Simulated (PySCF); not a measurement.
Working out the ionisation energy of In

In [Kr] 4d10 5s2 5p1 (2P) → In⁺ [Kr] 4d10 5s2 (1S). Computed with PySCF 2.14 in def2-TZVPPD with the def2 core potential (28 electrons), with a scalar-relativistic core potential. Frozen: 4s2 4p6 4d10. Energies in hartree (1 hartree = 27.21139 eV):

```
            part   In (lower)  In⁺ (upper)
             UHF  -189.210090  -189.018398
CCSD correlation    -0.041446    -0.032902
             (T)    -0.000744     0.000000
```

Question: What does Hartree-Fock give?

Answer: (-189.018398) − (-189.210090) = 0.191692 hartree = 5.216 eV.

Question: What do CCSD and CCSD(T) give?

Answer: The CCSD correlation energies differ by 0.008544 hartree = 0.232 eV and the triples by 0.000744 hartree = 0.020 eV, so CCSD gives 5.448 eV and CCSD(T) 5.468 eV.

Measured between the centres of the two terms (NIST): 5.603 eV, so CCSD(T) (valence) is off by -0.135 eV.

What remains against the reference includes basis incompleteness, the frozen core and higher excitations.
